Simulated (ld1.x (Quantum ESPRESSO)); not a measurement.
## Pseudopotential generation for hafnium: ultrasoft, PBE, scalar-relativistic.

The input file (ld1.x (Quantum ESPRESSO) 7.5):

```
&input
   title='Hf', zed=72., rel=1, dft='PBE', iswitch=3,
   config='[Xe] 4f14 5d3 5f-2 6s1 6p0',
   nld=4, rlderiv=3.05, eminld=-7.0, emaxld=5.0, deld=0.02
 /
 &inputp
   pseudotype=3, tm=.true., lloc=-1, rcloc=1.35,
   nlcc=.false.,
   which_augfun='PSQ', rmatch_augfun_nc=.true.,
   file_pseudopw='Hf.UPF', file_wfcaegen='ae.wfc', file_wfcncgen='nc.wfc', file_beta='beta', file_chi='chi', file_wfcusgen='us.wfc'
 /
8
5S  1  0   2.00   0.00  1.45  1.55  0.0
6S  2  0   1.00   0.00  1.45  1.55  0.0
5P  2  1   6.00   0.00  2.30  2.80  0.0
6P  3  1   0.00   0.00  2.30  2.80  0.0
5D  3  2   3.00   0.00  1.85  2.00  0.0
5D  3  2   0.00   0.20  1.85  2.00  0.0
5F  4  3  -2.00  -0.20  2.15  2.75  0.0
5F  4  3  -2.00   2.45  2.15  2.75  0.0
 &test
   configts(1)='5s2 5p6 5d3 6s1 6p0'
 /
```

Command:

```bash
ld1.x < Hf.in > Hf.out
```

The program printed (shortened: banner, matrices, multipoles, cross overlaps and the repeated all-electron block are left out):

```
Program LD1 v.7.5
     --------------------------- All-electron run ----------------------------

     Hf
     scalar relativistic calculation

     atomic number is 72.00
     dft =PBE   lsd =0 sic =0 latt =0  beta=0.20 tr2=1.0E-14
     Exchange-correlation= PBE
                           (   1   4   3   4   0   0   0)
     mesh =1271 r(mesh) =  99.31870 a.u. xmin = -7.00 dx = 0.01250
     1 Ry =  13.60569312 eV, c = 137.03599908

     n l     nl                  e(Ry)          e(Ha)          e(eV)
     1 0     1S 1( 2.00)     -4798.5168     -2399.2584    -65287.1464
     2 0     2S 1( 2.00)      -820.5458      -410.2729    -11164.0944
     2 1     2P 1( 6.00)      -720.4161      -360.2081     -9801.7609
     3 0     3S 1( 2.00)      -186.8886       -93.4443     -2542.7486
     3 1     3P 1( 6.00)      -156.9802       -78.4901     -2135.8248
     4 0     4S 1( 2.00)       -37.5727       -18.7863      -511.2023
     4 1     4P 1( 6.00)       -27.7624       -13.8812      -377.7265
     3 2     3D 1(10.00)      -121.6043       -60.8021     -1654.5106
     5 0     5S 1( 2.00)        -4.8236        -2.4118       -65.6280
     5 1     5P 1( 6.00)        -2.5208        -1.2604       -34.2975
     4 2     4D 1(10.00)       -15.0899        -7.5450      -205.3090
     4 3     4F 1(14.00)        -1.1368        -0.5684       -15.4673
     5 2     5D 1( 3.00)        -0.1460        -0.0730        -1.9868
     6 0     6S 1( 1.00)        -0.3482        -0.1741        -4.7369
     6 1     6P 1( 0.00)        -0.0939        -0.0470        -1.2782

     final scf error:  6.5E-15 reached in  28 iterations

     Etot =  -30156.252406 Ry,  -15078.126203 Ha, -410296.715971 eV

     Ekin =   33046.393428 Ry,   16523.196714 Ha,  449619.087804 eV
     Encl =  -74406.815227 Ry,  -37203.407614 Ha,-1012356.294243 eV
     Eh   =   11819.445539 Ry,    5909.722769 Ha,  160811.748882 eV
     Exc  =    -615.276145 Ry,    -307.638072 Ha,   -8371.258414 eV

     normalization and overlap integrals

     s(1S/1S) =  1.000000  <r> =   0.0190  <r2> =    0.0005  r(max) =   0.0120
     s(2S/2S) =  1.000000  <r> =   0.0804  <r2> =    0.0076  r(max) =   0.0679
     s(2P/2P) =  1.000000  <r> =   0.0717  <r2> =    0.0063  r(max) =   0.0556
     s(3S/3S) =  1.000000  <r> =   0.2086  <r2> =    0.0498  r(max) =   0.1917
     s(3P/3P) =  1.000000  <r> =   0.2085  <r2> =    0.0504  r(max) =   0.1893
     s(4S/4S) =  1.000000  <r> =   0.4682  <r2> =    0.2475  r(max) =   0.4375
     s(4P/4P) =  1.000000  <r> =   0.4976  <r2> =    0.2818  r(max) =   0.4599
     s(3D/3D) =  1.000000  <r> =   0.1890  <r2> =    0.0419  r(max) =   0.1550
     s(5S/5S) =  1.000000  <r> =   1.1366  <r2> =    1.4546  r(max) =   1.0109
     s(5P/5P) =  1.000000  <r> =   1.3479  <r2> =    2.0698  r(max) =   1.1599
     s(4D/4D) =  1.000000  <r> =   0.5351  <r2> =    0.3322  r(max) =   0.4716
     s(4F/4F) =  1.000000  <r> =   0.6782  <r2> =    0.5984  r(max) =   0.4542
     s(5D/5D) =  1.000000  <r> =   2.7044  <r2> =    9.4226  r(max) =   1.7304
     s(6S/6S) =  1.000000  <r> =   3.5435  <r2> =   14.3820  r(max) =   2.9619
     s(6P/6P) =  1.000000  <r> =   5.4124  <r2> =   34.3644  r(max) =   4.2560

     ------------------------ End of All-electron run ------------------------

     --------------------- Generating US pseudopotential ---------------------

      Generating local potential from pseudized AE potential:
      Matching radius rcloc =   1.3500

      Local pseudo, rcloc= 1.348 Estimated cut-off energy=    13.77 Ry
      Wfc-us  5S rcutus= 1.566  Estimated cut-off energy=    21.54 Ry
      Wfc-us  6S rcutus= 1.566  Estimated cut-off energy=    40.26 Ry
      Wfc-us  5P rcutus= 2.782  Estimated cut-off energy=    11.51 Ry
      Wfc-us  6P rcutus= 2.782  Estimated cut-off energy=    21.57 Ry
      Wfc-us  5D rcutus= 2.010  Estimated cut-off energy=    27.75 Ry
      Wfc-us  5D rcutus= 2.010  Estimated cut-off energy=    28.60 Ry
      Wfc-us  5F rcutus= 2.782  Estimated cut-off energy=    17.82 Ry
      Wfc-us  5F rcutus= 2.782  Estimated cut-off energy=    21.41 Ry

     Q pseudized with Bessel functions
     Expected ecutrho=     199.8995 due to l1=  0   l2=  3

     ------------------- End of pseudopotential generation -------------------

     Computing logarithmic derivative in   3.05599
     Computing logarithmic derivative in   3.05599
     Computing the partial wave expansion
     R is outside the sphere for l=    0 j= 0.00
     R is outside the sphere for l=    0 j= 0.00
     R is outside the sphere for l=    1 j= 0.00
     R is outside the sphere for l=    1 j= 0.00
     R is outside the sphere for l=    2 j= 0.00
     R is outside the sphere for l=    2 j= 0.00
     R is outside the sphere for l=    3 j= 0.00
     R is outside the sphere for l=    3 j= 0.00

     ---------------------- Testing the pseudopotential ----------------------

     Hf
     scalar relativistic calculation

     atomic number is 72.00   valence charge is 12.00
     dft =PBE   lsd =0 sic =0 latt =0  beta=0.20 tr2=1.0E-14
     mesh =1271 r(mesh) =  99.31870 xmin = -7.00 dx = 0.01250

     n l     nl             e AE (Ry)        e PS (Ry)    De AE-PS (Ry)
     1 0     5S   1( 2.00)       -4.82357       -4.82352       -0.00005
     2 1     5P   1( 6.00)       -2.52082       -2.52078       -0.00004
     3 2     5D   1( 3.00)       -0.14602       -0.14602       -0.00001
     2 0     6S   1( 1.00)       -0.34816       -0.34815       -0.00000
     3 1     6P   1( 0.00)       -0.09394       -0.09396        0.00001

     eps = 6.9E-16  iter =  6

     Etot =  -30156.252406 Ry,  -15078.126203 Ha, -410296.715971 eV
     Etotps =  -100.017653 Ry,     -50.008827 Ha,   -1360.809499 eV

     Ekin =      20.330028 Ry,      10.165014 Ha,     276.604116 eV
     Encl =    -224.804683 Ry,    -112.402342 Ha,   -3058.623530 eV
     Ehrt =      77.977227 Ry,      38.988614 Ha,    1060.934227 eV
     Ecxc =     -11.718270 Ry,      -5.859135 Ha,    -159.435187 eV
     Epseu=      38.198045 Ry,      19.099022 Ha,     519.710876 eV

     ---------------------- End of pseudopotential test ----------------------
```

The ghost test of this file was not conclusive. Its overlap operator is not positive definite in a basis up to 400 Ry (lowest eigenvalue p -0.88), so the file is unfit for use: the generalised eigenproblem breaks down once the basis is large enough, and its test numbers describe a broken file.

Generation and configuration tests took about 2.1 s on one core of a shared server CPU.
